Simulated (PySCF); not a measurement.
Work out the structure from these simulated measurements.

Elements present: C, F and H. Monoisotopic mass: 140.0813 u.

| Property | Result |
| --- | --- |
| Dipole | 2.15 D [CAM-B3LYP/def2-SVPD] |
| UV, strongest line | among the 10 lowest singlet transitions: S7 at 9.53 eV (130 nm, f = 0.070) [TDDFT CAM-B3LYP/def2-SVPD] |
| 13C NMR | chemical shifts (computed TMS as zero) by class: 89.0 (1 C), 88.9 (1 C), 80.9 (1 C), 38.4 (1 C), 20.4 (1 C), 15.7 (1 C) ppm [GIAO PBE0/pcSseg-1] |
| 1H NMR | chemical shifts (computed TMS as zero) by class: 4.71 (1 H), 4.61 (1 H), 4.59 (1 H), 4.53 (1 H), 3.82 (1 H), 1.04 (3 H), 0.72 (3 H) ppm [GIAO PBE0/pcSseg-1] |
| Polarisability | 74.7 au [CAM-B3LYP/def2-SVPD] |
| UV, first state | lowest singlet excitation: 8.82 eV (141 nm, f = 0.007) [TDDFT CAM-B3LYP/def2-SVPD] |
| Rotational structure | rotational constants A, B, C: 1.953, 1.173, 1.092 GHz [PBE0-D3(BJ)/def2-SVP] |
| NMR, other nuclei | isotropic shieldings of nuclei other than C and H, by class: 408 (1 F), 426 (1 F), 428 (1 F) ppm [GIAO PBE0/pcSseg-1] |
| Triplet | lowest triplet excitation (Tamm–Dancoff): 8.49 eV [TDA CAM-B3LYP/def2-SVPD] |

Electronic properties: PySCF, gas phase, density fitting. Levels stand in brackets. Geometry: PBE0-D3(BJ)/def2-SVP, one conformer, isolated molecule. Each NMR value is the plain mean over a class of atoms that symmetry, rotation or inversion makes alike.

**Question.** Which formula fits the mass and the elements?

**Answer.** C6H11F3 (calculated 140.0813). No other formula that holds each of these elements comes within 0.0003 u with a fitting electron parity and a possible valence count.

**Question.** Propose a structure and show how it fits.

**Answer.** Numbering: `[CH3:1][C:2]([CH3:3])([CH2:4][F:5])[C@H:6]([F:7])[CH2:8][F:9]`. Its formula, C6H11F3, gives 0 degrees of unsaturation, so no ring and no π bond. 6 carbons fall into 6 classes; from least to most shielded: sp3 C–F carbon [C4] (89.0 ppm), sp3 C–F carbon [C6] (88.9 ppm), sp3 C–F carbon [C8] (80.9 ppm), quaternary sp3 carbon [C2] (38.4 ppm), methyl carbon [C3] (20.4 ppm), methyl carbon [C1] (15.7 ppm). Hydrogen classes from least to most shielded: 1 H on an sp3 C–F carbon, C6 (4.71 ppm), 1 H on an sp3 C–F carbon, C8 (4.61 ppm), 1 H on an sp3 C–F carbon, C4 (4.59 ppm), 1 H on an sp3 C–F carbon, C8 (4.53 ppm), 1 H on an sp3 C–F carbon, C4 (3.82 ppm), 3 H on a methyl carbon, C3 (1.04 ppm, a mean of values up to 0.8 ppm apart in this geometry), 3 H on a methyl carbon, C1 (0.72 ppm, a mean of values up to 0.7 ppm apart in this geometry). The other shieldings belong to: 408 ppm, alkyl fluorine [F7]; 426 ppm, alkyl fluorine [F9]; 428 ppm, alkyl fluorine [F5]. The optimised geometry has point group C1 and is an asymmetric top. Structure: `CC(C)(CF)[C@H](F)CF`. Computed isomers that give other values at the same levels: `CC(C)[C@H](C)C(F)(F)F` (13C chemical shifts (computed TMS as zero) by class: 133.8 (1 C), 45.1 (1 C), 27.3 (1 C), 23.4 (1 C), 16.9 (1 C), 6.9 (1 C) ppm); `C[C@@H](CF)[C@@H](C)C(F)F` (13C chemical shifts (computed TMS as zero) by class: 122.8 (1 C), 85.1 (1 C), 35.3 (1 C), 30.5 (1 C), 11.0 (1 C), 7.8 (1 C) ppm). The assignments are read from this structure; whether some other isomer fits the data as well wasn't checked. The mirror image fits equally.

Conformer computed: `[CH3:1][C:2]([CH3:3])([CH2:4][F:5])[C@H:6]([F:7])[CH2:8][F:9]`: C1–C2–C4–F5 -179°, C1–C2–C6–F7 57°, C2–C6–C8–F9 -74°.
